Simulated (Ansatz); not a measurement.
Cl4Ge, SMILES [Cl][Ge-]([Cl])([Cl])[Cl] (connectivity only; charge and spin as stated), charge -1, multiplicity 2.

Geometry: PBE0-D3(BJ)/def2-SVPD.

Two levels are set side by side: PBE/def2-TZVPD (Ansatz, a quantum-chemistry and plane-wave program) and CAM-B3LYP/def2-TZVPD (Ansatz). Energy differences of separate SCF runs at the same geometry; the states with an electron removed or added have multiplicity 1. Differences are taken from unrounded values.

```
quantity                          PBE
-------------------------------  ----
vertical ionisation energy (eV)  3.36
```

Task: These are the PBE values. What does CAM-B3LYP give? (The exact figures need the calculation; the answer reports its results.)

Result: 
```json
[
 {"quantity": "vertical ionisation energy (eV)", "CAM-B3LYP": "3.63", "PBE minus CAM-B3LYP": "-0.27"}
]
```
